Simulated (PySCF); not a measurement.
C5H10O4S.
SMILES with atom numbers: `[CH3:1][O:2][CH2:3][O:4][C@H:5]1[CH2:6][CH2:7][S:8]1(=[O:9])=[O:10]` (hydrogens: H11, H12, H13 on C1; H14, H15 on C3; H16 on C5; H17, H18 on C6; H19, H20 on C7)

The calculation used PySCF 2.14.0, PBE0-D3(BJ)/def2-SVP geometry optimisation, gas phase.

List the bond lengths, angles and torsions at this level.

| bond | length (Å) |
| --- | --- |
| C1–O2 | 1.404 |
| O2–C3 | 1.377 |
| C3–O4 | 1.413 |
| O4–C5 | 1.378 |
| C5–C6 | 1.536 |
| C6–C7 | 1.541 |
| C7–S8 | 1.821 |
| S8=O9 | 1.459 |
| S8=O10 | 1.459 |
| C5–S8 | 1.862 |
| C1–H11, C1–H12, C1–H13 | 1.103 |
| C3–H14 | 1.100 |
| C3–H15 | 1.104 |
| C5–H16 | 1.103 |
| C6–H17 | 1.098 |
| C6–H18 | 1.098 |
| C7–H19 | 1.098 |
| C7–H20 | 1.097 |

Bonds in one row agree within 0.01 Å and their mean is given. A selection of angles:
| angle | degrees |
| --- | --- |
| O2–C1–H11 | 107.5 |
| O2–C1–H12 | 111.3 |
| H11–C1–H12 | 108.8 |
| H12–C1–H13 | 108.3 |
| C1–O2–C3 | 114.5 |
| O2–C3–O4 | 112.6 |
| O2–C3–H14 | 107.3 |
| O2–C3–H15 | 112.2 |
| O4–C3–H14 | 110.1 |
| O4–C3–H15 | 104.5 |
| H14–C3–H15 | 110.2 |
| C3–O4–C5 | 114.1 |
| O4–C5–C6 | 110.9 |
| O4–C5–S8 | 112.3 |
| O4–C5–H16 | 113.5 |
| C6–C5–S8 | 87.9 |
| C6–C5–H16 | 118.0 |
| S8–C5–H16 | 111.7 |
| C5–C6–C7 | 99.2 |
| C5–C6–H17 | 111.1 |
| C5–C6–H18 | 110.9 |
| C7–C6–H17 | 111.8 |
| C7–C6–H18 | 114.1 |
| H17–C6–H18 | 109.4 |
| C6–C7–S8 | 89.2 |
| C6–C7–H19 | 114.3 |
| C6–C7–H20 | 117.6 |
| S8–C7–H19 | 109.5 |
| S8–C7–H20 | 112.8 |
| H19–C7–H20 | 111.4 |
| C7–S8–O9 | 114.5 |
| C7–S8–O10 | 109.6 |
| O9–S8–O10 | 121.9 |
| C5–S8–C7 | 79.0 |
| C5–S8–O9 | 114.4 |
| C5–S8–O10 | 109.4 |

Torsions: C1–O2–C3–O4 -68° (synclinal); O2–C3–O4–C5 -65° (synclinal); C3–O4–C5–C6 -178° (antiperiplanar); O4–C5–C6–C7 95° (anticlinal); C5–C6–C7–S8 18° (synperiplanar); C6–C7–S8–O9 -127° (anticlinal); O4–C5–S8–C7 -97° (anticlinal).

Of the pairs four or more bonds apart, O2···H16 is among the closest relative to their van der Waals radii: 2.52 Å, 93 % of the sum of Bondi's values. The 4-membered ring C5–C6–C7–S8 has internal angles of 79.0° to 99.2° (sum 355°, against 360° for a flat polygon); it is puckered, 0.12 Å rms from its mean plane, widest ring torsion 18°. O4 (ether oxygen) is bent (angle 114.1°). The C–S distances run from 1.821 Å (C7–S8, drawn single) to 1.862 Å (C5–S8, drawn single), a spread of 0.041 Å. O2 (ether oxygen) is bent (angle 114.5°). S8 (sulfonyl sulfur) has angles from 79.0° to 121.9°. The C–O distances run from 1.377 Å (O2–C3, drawn single) to 1.413 Å (C3–O4, drawn single), a spread of 0.036 Å.

Point group: C1 (no symmetry element, even within 0.4 Å). Stationary, but not proved a minimum. The numbers are those of one conformer.
